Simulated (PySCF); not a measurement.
# One molecule, several mistakes: B2F2H2

These are calculations, not measurements. The program is PySCF 2.14.0, an open-source quantum chemistry code, run on an isolated molecule that a program drew, which may never have been made. The molecule is B2F2H2 (charge 0, singlet), drawn as the SMILES string `FBBF`.

Each row is a Hartree-Fock (HF) and frozen-core CCSD(T) single point in the cc-pVDZ basis, meant for a local HF minimum. Run 1 is clean. Each other run has one planted mistake out of seven kinds, and not every kind appears here: one electron removed, one electron added, multiplicity raised by two, geometry at a saddle point, minimal basis STO-3G, one bond length entered in bohr, all coordinates scaled. The reference is restricted for singlets and unrestricted otherwise, and also for a bond in bohr. Adding or removing an electron swaps singlet and doublet. Electrons count all cores. HOMO and LUMO are orbital energies over both spins, the gradient is its largest component, and the lowest frequency (negative if imaginary) is given only where the gradient is small. Bond lengths are over the 5 bonds as drawn. T1 is the CCSD diagnostic: over 0.02 (restricted) or 0.045 (unrestricted) a single reference is doubtful.

Geometry of the clean run:
```xyz
6
B2F2H2, angstrom
F    -2.9193   -3.2326    2.1575
B    -2.2765   -2.1612    1.6905
B    -2.2888   -1.8233   -0.0001
F    -1.2539   -2.1905   -0.7574
H    -1.7389   -1.4671    2.5127
H    -3.1749   -1.2373   -0.5641
```

```
run  electrons  basis functions  <S^2>  HOMO (eV)  LUMO (eV)  gradient (hartree/bohr)  lowest frequency (cm^-1)  mean bond (Å)  longest bond (Å)      T1  HF (hartree)  CCSD(T) (hartree)               mistake
  1         30               66  0.000     -11.76       2.25                  1.4e-05                        76         1.3595             1.724  0.0162    -249.49332         -250.06148              no fault
  2         29               66  0.771     -21.34      -9.72                  1.2e-01                         -         1.3595             1.724  0.0267    -249.09868         -249.66472  one electron removed
  3         31               66  0.759       0.93       8.32                  6.2e-02                         -         1.3595             1.724  0.0704    -249.43168         -250.01625    one electron added
  4         30               66  0.000     -11.73       0.96                  2.7e-05                       -59         1.3611             1.742  0.0166    -249.49176         -250.06083                     ?
  5         30               66  0.858     -10.05       2.19                  1.3e-02                         -         1.6663             3.258  0.0353    -249.37188         -249.92513                     ?
```

**Which mistake was planted in run 4, and what did it cost?**

The gradient is small, so the point is stationary, but the lowest frequency is imaginary (-59 cm^-1). So the mistake is: geometry at a saddle point. Subtracting run 1 and multiplying by 627.51 kcal/mol a hartree, the energy moved by 1.0 kcal/mol in HF and 0.4 kcal/mol in CCSD(T).

**Which mistake was planted in run 5, and what did it cost?**

The mean bond changes by a factor of 1.226 and the longest by 1.890, so the molecule wasn't scaled as a whole. A length L in bohr read as angstrom grows by (1/0.5292 - 1) L = 0.890 L. The 5 bonds together grew by 5 x 0.3068 = 1.534 Å, which gives L = 1.724 Å. That is bond B2-B3, 1.724 Å in the clean geometry. So the mistake is: one bond length entered in bohr. Subtracting run 1 and multiplying by 627.51 kcal/mol a hartree, the energy moved by 76.2 kcal/mol in HF and 85.6 kcal/mol in CCSD(T).

Cautions from the logs. Run 3: T1 is over the limit, so its CCSD(T) energy is less reliable and the HOMO is above zero, so the electron isn't bound and the energy depends on the basis.
